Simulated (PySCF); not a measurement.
Al(OH)(OMe)(SH) (CH5AlO2S), SMILES C[O][Al]([OH])[SH].

Geometry: PBE-D3(BJ)/def2-SVP. The structure was generated by enumeration; whether it is a known compound was not checked. One conformer was computed; it need not be the lowest.

Calculation: PBE-D3(BJ)/def2-SVP (PySCF 2.14.0).

Frequencies are harmonic and unscaled.

```csv
mode,ν (cm⁻¹),IR (km/mol),moving atoms (share of kinetic energy)
1,47,1.4,H 93 %
2,70,5.0,"C 39 %, S 27 %, H 22 %"
3,80,6.1,"O 52 %, H 30 %, C 15 %"
4,173,4.2,"O 57 %, H 15 %, S 14 %, Al 13 %"
5,207,20.3,"H 88 %, O 8 %"
6,231,26.3,"O 59 %, S 12 %, H 12 %, Al 9 %, C 9 %"
7,231,34.6,"Al 62 %, O 21 %, H 10 %"
8,306,118.8,"H 86 %, O 11 %"
9,439,14.9,"S 42 %, O 22 %, Al 20 %, H 11 %"
10,582,131.0,"H 68 %, O 28 %"
11,619,21.0,"H 86 %, S 9 %"
12,721,160.1,"Al 47 %, O 21 %, H 16 %, C 14 %"
13,887,71.4,"Al 47 %, O 41 %, H 8 %"
14,1141,44.5,"H 66 %, C 23 %, O 11 %"
15,1146,0.0,"H 76 %, C 19 %"
16,1209,298.2,"O 54 %, C 32 %, H 11 %"
17,1420,1.0,H 97 %
18,1427,1.1,H 96 %
19,1436,18.6,"H 89 %, C 9 %"
20,2617,0.5,H 97 %
21,2909,100.2,H 97 %
22,2983,49.8,"H 91 %, C 9 %"
23,2994,38.7,"H 90 %, C 10 %"
24,3810,80.6,H 94 %
```
